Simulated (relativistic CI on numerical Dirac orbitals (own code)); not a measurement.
## Electric-dipole lines of Hg⁴⁴⁺

Computed by Dirac-Coulomb-Breit CI, orbitals from a KLI potential per configuration, model QED, unscaled Slater integrals (own radial code, finite nucleus).

CI space (outside the closed core [Ar] 3d10): 4s²4p⁶, 4s²4p⁵4d, 4s4p⁶4d, 4s²4p⁵4f, 4s4p⁶4f, 4p⁶4d4f, 4s²4p⁵5s, 4p⁶4d², 4p⁵4d³, 4p⁵4d²4f, 4p⁵4d²5s, 4p⁶4f², 4p⁵4d4f², 4p⁵4f³, 4p⁵4f²5s. Double excitations out of closed p, d and f shells are left out; levels of such configurations are missing from the list, as are those of other unlisted configurations, and high levels can miss mixing partners.

```csv
λ vac (nm),Lower,Upper,A (s⁻¹),log gf,S velocity/length
3.6304,4p⁶4d² ¹G4 [40],4p⁵4d³ ¹G°4 [157],4.39e+12,0.89,0.79
3.6394,4s²4p⁶ ¹S0 [1],4s²4p⁵4d ¹P°1 [11],3.87e+12,0.36,0.76
3.6844,4p⁶4d² ³F4 [42],4p⁵4d³ ³G°5 [166],3.29e+12,0.87,0.85
3.6948,4p⁶4d² ³F4 [42],4p⁵4d³ ³F°4 [165],2.91e+12,0.73,0.80
4.4292,4s²4p⁵4d ³P°1 [3],4s4p⁶4d ³D1 [22],1.21e+12,0.03,0.81
4.4567,4s²4p⁵4d ³F°3 [4],4s4p⁶4d ³D2 [23],1.25e+12,0.27,0.92
4.5029,4s²4p⁵4d ³F°4 [6],4s4p⁶4d ³D3 [24],1.17e+12,0.39,0.95
4.5231,4s²4p⁵4f ³G5 [18],4s4p⁶4f ³F°4 [32],1.26e+12,0.54,0.79
4.5383,4s²4p⁵4f ³G4 [16],4s4p⁶4f ³F°3 [31],1.21e+12,0.42,0.80
4.6570,4s²4p⁵4d ³D°3 [8],4s4p⁶4d ³D3 [24],6.13e+11,0.14,0.88
4.6682,4p⁶4d² ³F2 [36],4p⁶4d4f ³G°3 [116],2.51e+12,0.76,0.89
4.9020,4p⁶4d² ¹G4 [40],4p⁶4d4f ³G°5 [129],1.22e+12,0.68,0.95
5.0328,4s²4p⁵4d ³F°2 [10],4s²4p⁵4f ³G3 [26],6.21e+11,0.22,0.99
5.0449,4s²4p⁵4d ³D°2 [5],4s²4p⁵4f ³F3 [17],4.31e+11,0.06,0.96
5.0701,4s²4p⁵4d ³F°3 [4],4s²4p⁵4f ³G4 [16],6.07e+11,0.32,1.02
5.3495,4s²4p⁶ ¹S0 [1],4s²4p⁵4d ¹P°1 [9],1.11e+12,0.16,0.66
5.4965,4s²4p⁵4d ³P°2 [12],4s²4p⁵4f ³D3 [28],6.04e+11,0.28,0.84
5.5231,4s²4p⁵4d ³F°4 [6],4s²4p⁵4f ³G5 [18],5.05e+11,0.41,1.04
5.5559,4s²4p⁵4d ³D°3 [8],4s²4p⁵4f ³F4 [20],4.67e+11,0.29,0.95
5.5588,4s²4p⁵4d ³F°3 [13],4s²4p⁵4f ³G4 [29],5.06e+11,0.32,0.98
```

Terms are leading LS components. Brackets give the number of a level in order of energy, since labels repeat. The list gives strong lines, with weight on those to low levels, among the lowest 200 of 1757 levels, so that lines to higher ones, which can be the strongest, are missing. Levels whose partners in the same complex of configurations lie outside the list can be far off, and so can their lines. Rates are taken at the computed energies, electric ones in the length gauge. A velocity-to-length ratio far from 1 marks an uncertain rate.

At this charge energies of transitions that change n are usually good to better than 1 %, and those within a shell (Δn = 0) to a few per cent.

LS names give the leading component of a level, which can be under half, so a name can repeat, a term be missing and a line seem to break the LS rules.
